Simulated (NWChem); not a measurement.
System meant: C₂H₇ClSi; SMILES C(C)[SiH2]Cl

Here is an NWChem input.

```
start job
memory heap 200 mb stack 900 mb global 1100 mb
geometry units angstroms noautoz
  Si     0.910282    -0.178974     0.146032
  Cl    -0.575585    -1.619527    -0.065848
  C      0.267871     1.470356    -0.470417
  C     -0.974990     1.984632     0.250322
  H      1.268272    -0.119345     1.593790
  H      2.094060    -0.625537    -0.643730
  H      1.104188     2.187823    -0.379711
  H      0.078546     1.365879    -1.552969
  H     -0.786037     2.140663     1.324318
  H     -1.315050     2.944910    -0.167116
  H     -1.807911     1.270066     0.164122
end
basis spherical
  Si library def2-svp
  Cl library def2-svp
  C library def2-svp
  H library def2-svp
end
dft
  xc b3lyp
  iterations 4
  mulliken
end
task dft energy
```

End of the output:

```
    Atom       Charge   Shell Charges
 -----------   ------   -------------------------------------------------------
    1 Si  14    13.56   2.00  1.93  0.69  0.33  5.81  1.28  1.11  0.40
    2 Cl  17    17.09   2.00  1.96  1.05  0.80  5.82  2.28  3.17  0.02
    3 C    6     6.22   1.96  0.60  0.32  1.93  1.34  0.06
    4 C    6     6.06   1.96  0.57  0.30  1.89  1.25  0.07
    5 H    1     1.10   0.65  0.43  0.02
    6 H    1     1.10   0.65  0.42  0.02
    7 H    1     0.97   0.63  0.26  0.07
    8 H    1     0.96   0.63  0.26  0.07
    9 H    1     0.98   0.64  0.27  0.06
   10 H    1     0.98   0.64  0.27  0.06
   11 H    1     0.98   0.64  0.27  0.06

 center of mass
 --------------
 x =  -0.02173205 y =  -0.21507234 z =  -0.00793522

 moments of inertia (a.u.)
 ------------------
         707.849436709390          -0.000000000000           0.000000000000
          -0.000000000000         254.925394749539           0.000000000000
           0.000000000000           0.000000000000         880.463123372087

     Multipole analysis of the density
     ---------------------------------

     L   x y z        total         alpha         beta         nuclear
     -   - - -        -----         -----         ----         -------
     0   0 0 0     -0.000000    -25.000000    -25.000000     50.000000

     1   1 0 0      0.248823      0.124411      0.124411     -0.000000
     1   0 1 0      0.684090      0.342045      0.342045      0.000000
     1   0 0 1     -0.059278     -0.029639     -0.029639      0.000000

     2   2 0 0    -30.158643    -79.932265    -79.932265    129.705886
     2   1 1 0     -0.052759      6.671119      6.671119    -13.394997
     2   1 0 1      0.081242      0.871504      0.871504     -1.661766
     2   0 2 0    -30.786223   -200.103458   -200.103458    369.420694
     2   0 1 1     -0.198113      0.207468      0.207468     -0.613049
     2   0 0 2    -30.305469    -31.910526    -31.910526     33.515583

 ------------------------------------------------------------------------
 dft energy failed                                                                                  0
 ------------------------------------------------------------------------
 ------------------------------------------------------------------------
  current input line :
    27: task dft energy
 ------------------------------------------------------------------------
 ------------------------------------------------------------------------
 This type of error is most commonly associated with calculations not reaching convergence criteria
 ------------------------------------------------------------------------
 For more information see the NWChem manual at https://nwchemgit.github.io

0:dft energy failed:Received an Error in Communication
```

Can this run be used? If not, why, and what is the fix?

The run did not converge; its last values are not results. Cause: the SCF was allowed too few iterations. This input runs:
```
start job
memory heap 200 mb stack 900 mb global 1100 mb
geometry units angstroms noautoz
  Si     0.910282    -0.178974     0.146032
  Cl    -0.575585    -1.619527    -0.065848
  C      0.267871     1.470356    -0.470417
  C     -0.974990     1.984632     0.250322
  H      1.268272    -0.119345     1.593790
  H      2.094060    -0.625537    -0.643730
  H      1.104188     2.187823    -0.379711
  H      0.078546     1.365879    -1.552969
  H     -0.786037     2.140663     1.324318
  H     -1.315050     2.944910    -0.167116
  H     -1.807911     1.270066     0.164122
end
basis spherical
  * library def2-svp
end
dft
  xc b3lyp
  iterations 150
  mulliken
end
task dft energy
```
It converges to -829.91282 Ha (B3LYP/def2-SVP).
